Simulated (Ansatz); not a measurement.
Frontier orbitals of `C=N[SiH2]N[SiH3]`.

Total charge 0; spin multiplicity 1. All single points use the PBE0-D4/def2-TZVP geometry. It is one conformer, not always the lowest. Basis def2-TZVPP, the Gaussian-basis code of Ansatz.

Orbital energies of one run (eV). Highest occupied ones, from the top: -7.28, -8.02, -9.32, -9.87, -10.16, -10.32, -11.13, -12.04, -12.92, -13.64, -15.33, -15.67, -17.93, -24.49. Empty: -0.80, 0.54, 1.47, 1.80, 2.02, 2.12.

**Question.** Which functional gave them?
A. ωB97X-V
B. BLYP
C. r2SCAN0
D. ωB97M-V

**Answer.** C. HOMO energies: r2SCAN0 -7.28, ωB97X-V -9.50, ωB97M-V -9.42, BLYP -5.61 eV.
